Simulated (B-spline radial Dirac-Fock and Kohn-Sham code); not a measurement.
Level of theory: configuration-average Dirac-Fock orbitals; a radial atomic solver.

**Question.** This computed X-ray form factor belongs to an atom or ion in its tabulated ground configuration. Which?

```
sin θ/λ (Å⁻¹)      f₀
         0.07  22.772
         0.08  22.703
          0.1  22.538
         0.12  22.340
         0.42  16.677
         0.79   9.821
         3.35   1.912
         4.11   1.433
         5.06   1.163
```

**Answer.** Ga⁸⁺, with 23 electrons in [Ar] 3d5. f₀ tends to the number of electrons as s goes to zero, which the first rows give only roughly, and the rate of fall reflects the nuclear charge, 31.

**Question.** This computed X-ray form factor belongs to an atom or ion in its tabulated ground configuration. Which?

```tsv
sin θ/λ (Å⁻¹)	f₀
0.15	50.942
0.5	41.965
0.6	38.556
1.1	23.897
1.2	21.946
1.6	16.926
2	14.179
3	8.969
3.5	7.131
```

**Answer.** Re²³⁺, with 52 electrons in [Kr] 4d10 4f6. f₀ tends to the number of electrons as s goes to zero, which the first rows give only roughly, and the rate of fall reflects the nuclear charge, 75.

**Question.** This computed X-ray form factor belongs to an atom or ion in its tabulated ground configuration. Which?

```tsv
sin θ/λ (Å⁻¹)	f₀
0.15	38.488
0.3	37.023
0.35	36.353
0.6	32.084
0.7	30.146
1	24.520
1.8	15.202
2.5	10.821
3	8.423
```

**Answer.** Ta³⁴⁺, with 39 electrons in [Kr] 4d3. f₀ tends to the number of electrons as s goes to zero, which the first rows give only roughly, and the rate of fall reflects the nuclear charge, 73.
